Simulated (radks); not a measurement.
All-electron atom: Sc IV in [Ar]. Method: scalar-relativistic Kohn-Sham, LDA (Slater exchange, Perdew-Wang correlation), spin-polarised, spherical densities, finite nucleus; Fermi nuclear charge, rms radius 3.5459 fm; computed with a radial shooting solver on a logarithmic mesh with Libxc functionals.

Normalised radial functions P(r) = r R(r), r in bohr:

r,3s,3p
0.003389,0.0672,0.0013
0.004274,0.0829,0.0020
0.00539,0.1017,0.0031
0.006853,0.1249,0.0048
0.008642,0.1511,0.0075
0.0109,0.1807,0.0115
0.01385,0.2142,0.0180
0.01747,0.2479,0.0273
0.02204,0.2798,0.0413
0.02779,0.3054,0.0616
0.03533,0.3182,0.0917
0.04455,0.3082,0.1323
0.05618,0.2660,0.1862
0.07085,0.1820,0.2543
0.09007,0.0456,0.3370
0.1136,-0.1284,0.4206
0.1433,-0.3211,0.4912
0.1807,-0.4889,0.5238
0.2297,-0.5715,0.4840
0.2896,-0.5003,0.3449
0.3653,-0.2484,0.0956
0.4643,0.1707,-0.2535
0.5856,0.6216,-0.6115
0.7385,0.9673,-0.8938
0.9314,1.0853,-1.0135
1.184,0.9456,-0.9337
1.493,0.6547,-0.7083
1.883,0.3540,-0.4359
2.375,0.1437,-0.2101
3.019,0.0392,-0.0722
3.807,0.0073,-0.0177

3s: eigenvalue -86.199 eV, 2 radial nodes at r = 0.0962, 0.424 bohr, <r> = 1.06 bohr, 90 % of the charge inside 1.58 bohr. 3p: eigenvalue -64.637 eV, 1 radial node at r = 0.392 bohr, <r> = 1.13 bohr, 90 % of the charge inside 1.73 bohr.
